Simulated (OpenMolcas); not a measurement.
# S IV: effect of the IPEA shift

* Program: OpenMolcas
* Basis: ANO-R3 [6s5p4d3f1g]
* Scalar Hamiltonian: X2C, finite nucleus
* Active space: 1 electron in 9 orbitals (RAS2 3p; RAS3 3d 4s, at most 1 electron)
* State averaging: 2S+1 = 2 odd, 3 roots; 2S+1 = 2 even, 6 roots
* Spin-orbit coupling: state interaction with AMFI integrals over the reference wave functions, term energies averaged over their components

Methods on the same reference wave functions:
A. RASSCF
B. SS-RASPT2, IPEA 0 Eh, imaginary shift 0.1 Eh (closed shells correlated: 2s 2p 3s)
C. SS-RASPT2, IPEA 0.25 Eh, imaginary shift 0.1 Eh (closed shells correlated: 2s 2p 3s)

Energies in eV above 3s2 3p 2P* 1/2, the measured ground level; measured values from NIST levels in Podobedova, Kelleher and Wiese, J. Phys. Chem. Ref. Data 38, 171 (2009).

```tsv
Level	A	B	C	Measured
3s2 3p 2P* 1/2	0.0000	0.0000	0.0000	0.0000
3s2 3p 2P* 3/2	0.1079	0.1079	0.1079	0.1180
3s2 3d 2D 3/2	17.8479	16.847	16.900	18.8621
3s2 3d 2D 5/2	17.8517	16.850	16.903	18.8638
3s2 4s 2S 1/2	22.7362	22.925	22.869	22.4967
```

Deviations, from unrounded energies. A percentage is the sum of absolute deviations over the sum of measured energies, with the sign that they share, or ± where signs differ.

```
                  Against measurement  Levels     A     B     C
       mean absolute deviation (cm-1)       4  4600  9000  8700
fine structure of the ground term (%)       1  -8.6  -8.6  -8.6
             other configurations (%)       3  ±3.8  ±7.4  ±7.1
```

A lies closest to measurement on these levels and B furthest from it. The largest miss of A in the table is 3s2 3d 2D 3/2, by -8200 cm-1. The ranking rests on the paired levels alone, and a cruder setting can come out closer through cancelling errors.

Between B and C the level of the table that moves most is 3s2 4s 2S 1/2, by 450 cm-1 (lowest in C, highest in B). Moves below CASPT2's spread within the term are not significant.

The mean deviations of B to C differ by less than CASPT2's widest spread within a term (380 cm-1), so their order carries little weight.

The lowest spin-free term lies below A's lowest term by 0.339 hartree in B, 0.335 hartree in C.

Term energies are means over components that CASPT2 splits; among the terms shown or strongly mixed into the levels shown the widest spread is 380 cm-1 (3s2 3d 2D, C). Over all roots computed the reference weight is 0.90 to 0.96 in B; the roots of lowest weight are the least certain, and an intruder state may touch them. ANO sets are built for valence states and can reach diffuse excited orbitals poorly, and with the s shell closed the s pⁿ⁺¹ terms that mix with these levels are absent. With one active electron the reference holds no correlation, so core polarisation is missing (holds for A). With one active electron, CASPT2 adds the correlation within the correlated inactive shells and between them and that electron, and leaves the splitting within a term as the reference gives it (holds for B; C). Computed and measured levels are paired by configuration, term and J; levels that our copy of the source lacks, or whose pairing is in doubt (as where it misses far off the trend of its configuration), stay unpaired and out of the deviations. Only configurations of the active space appear.

* marks odd parity.
